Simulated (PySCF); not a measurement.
C₂H₆F₂Si, SMILES C[Si@H](F)CF.

Geometry: ωB97X-D3(BJ)/def2-SVP. The structure was generated by enumeration; whether it is a known compound was not checked. Other conformers were not sampled.

The numbers are results of B3LYP/def2-TZVP in PySCF, not measurements.

The molecule is in vacuum.

| Quantity | Result |
|---|---|
| total energy | -569.22729 hartree |
| highest occupied level | -8.36 eV |
| lowest empty level | 0.28 eV |
| orbital gap | 8.64 eV |
| dipole moment | 3.06 D |
| quadrupole, principal values (traceless, Buckingham form, about the centre of nuclear charge) | -3.62, -0.27, 3.89 D·Å |
| mean static polarisability | 49.5 bohr³ (7.33 Å³) |
| polarisability, principal values | 44.6, 49.1, 54.7 bohr³ |
